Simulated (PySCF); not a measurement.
# TDDFT excited states: C4H7NOSi

Species: C₄H₇NOSi.
Cartesian coordinates in Å at the GFN2-xTB level; atoms count from 1:
```xyz
14
C4H7NOSi angstrom
C     -1.8147   -1.0696    0.6276
O     -0.4854   -0.6840    0.3619
C     -0.2953    0.5234   -0.2393
C     -1.4141    1.3319   -0.5688
N     -2.2957    2.0115   -0.8488
C      0.9498    0.9391   -0.5151
Si     2.4126   -0.1529   -0.0693
H     -1.7519   -2.0474    1.1012
H     -2.4021   -1.1465   -0.2933
H     -2.3088   -0.3662    1.3059
H      1.0663    1.9000   -0.9906
H      3.6182    0.5642   -0.4893
H      2.4233   -0.3779    1.3762
H      2.2970   -1.4260   -0.7806
```

Method used: PySCF 2.14.0, density-fitted response routines, TDDFT B3LYP/def2-SVPD, vertical, gas phase, core orbitals frozen in the response.

**Question.** Predict the UV-vis stick spectrum at this level.

**Answer.** 

| state | E (eV) | λ (nm) | ν̃ (cm⁻¹) | f | \|μ\| (D) | symmetry | main configurations (H = HOMO, L = LUMO) |
| --- | --- | --- | --- | --- | --- | --- | --- |
| S1 | 5.12 | 242.3 | 41280 | 0.320 | 4.06 | A′ | H→L (95%) |
| S2 | 5.72 | 216.9 | 46110 | 0.0000 | 0.02 | – | H→L+1 (96%) |
| S3 | 6.17 | 200.9 | 49770 | 0.0025 | 0.33 | A″ | H-1→L (95%) |
| S4 | 6.41 | 193.3 | 51720 | 0.0063 | 0.51 | A″ | H→L+2 (96%) |
| S5 | 6.76 | 183.4 | 54510 | 0.0042 | 0.41 | A″ | H-3→L (82%), H-5→L (14%) |
| S6 | 6.82 | 181.8 | 55000 | 0.081 | 1.76 | A′ | H-2→L (86%) |
| S7 | 6.95 | 178.3 | 56080 | 0.0000 | 0.03 | – | H→L+3 (43%), H-5→L (34%), H→L+4 (10%) |
| S8 | 6.99 | 177.3 | 56390 | 0.0003 | 0.10 | – | H→L+3 (46%), H-5→L (41%), H-3→L (8%) |

Triplets (Tamm–Dancoff): T1 3.13 eV, H→L (96%); T2 5.49 eV, H→L+1 (82%), H-1→L (10%); T3 5.76 eV, H-1→L (86%), H→L+1 (12%).

The lowest singlet comes at 242 nm (494 kJ/mol) in the ultraviolet; it is strong; its leading configuration is HOMO→LUMO (95%). The lowest level is also the most intense of those listed (f = 0.320). Löwdin shares by element: HOMO carbon 48% or more, oxygen 23%, nitrogen 8% (atoms not listed hold the other 21%); LUMO carbon 60% or more, nitrogen 17% (atoms not listed hold the other 22%). The listed states span 1.87 eV, and the widest gap between neighbours is 0.60 eV (S1 to S2). Weighted by f, the mean energy of these states is 5.49 eV. Of the 8 states listed, 2 reach f = 0.01 and 3 stay under 0.0005. Symmetry labels in Cs follow from the direction of the transition dipole and are given only for states with f of 0.002 or more. Singlets were solved by full linear response, triplets in the Tamm–Dancoff approximation.

On one thread, Arm Neoverse N1 (aarch64), shared host with 64 logical CPUs at a one-minute load of 61, this took 68 s wall (grids of density and orbitals included) and 0.81 GiB of memory at its peak.

One conformer stands for the species.
